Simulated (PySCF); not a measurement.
Species: C7H5N2 (doublet state).
Numbering: `[CH2:1]=[C:2]1[CH:3][C:4]([C:5]#[N:6])([C:7]#[N:8])[CH2:9]1` (hydrogens: H10, H11 on C1; H12 on C3; H13, H14 on C9)

Geometry (GFN2-xTB, Å), atoms numbered from 1 in this order:
```xyz
14
C7H5N2 angstrom
C     -2.3938   -0.0256    0.2798
C     -1.0686   -0.0052   -0.0132
C     -0.3233    0.1287   -1.1786
C      1.0012    0.0274   -0.4592
C      1.8141    1.2197   -0.5265
N      2.4262    2.1827   -0.5760
C      1.7900   -1.1300   -0.8130
N      2.3826   -2.0652   -1.0938
C      0.1665   -0.1246    0.8564
H     -3.1305    0.0775   -0.4963
H     -2.7379   -0.1441    1.2910
H     -0.5412    0.2579   -2.2196
H      0.2978   -1.0846    1.3530
H      0.3161    0.6850    1.5689
```

Computed, not measured: UKS B3LYP, pcH-1 on C H N, non-relativistic, mean-field spin-orbit, GIAO (PySCF). Isolated species at its GFN2-xTB geometry, gas phase. The geometry wasn't refined by DFT: couplings that depend on bond lengths, twists or pyramidal angles can differ widely from those at the functional's own minimum. No stability test was run, so a lower SCF solution isn't excluded. ⟨S²⟩ is 0.777 where a pure state has 0.75.

The largest Mulliken spin populations are on C1 (+0.68), C3 (+0.65) and C2 (-0.26). The angles at C1 add up to 360.0°, so it is planar; its axial dipolar tensor and the negative couplings of its protons fit spin in a p orbital normal to that plane.

Question: Test a(H) = Q·ρ(C) for the protons on planar carbons with a spin population beyond ±0.08.

Answer: 
| H | C | ρ(C) | a(H) (G) | a/ρ (G) |
| --- | --- | --- | --- | --- |
| H10 | C1 | +0.679 | -14.31 | -21.1 |
| H11 | C1 | +0.679 | -14.89 | -21.9 |
| H12 | C3 | +0.647 | -15.09 | -23.3 |

A least-squares line through the origin gives Q = -22.1 G with Mulliken populations. In every row coupling and population have opposite signs.

Couplings in gauss use g_iso = 2.0026.

Time: 66 s wall (with the writing of density and orbital grids); peak memory 0.97 GiB. Hardware: one thread, Arm Neoverse V2 (aarch64) (shared host).
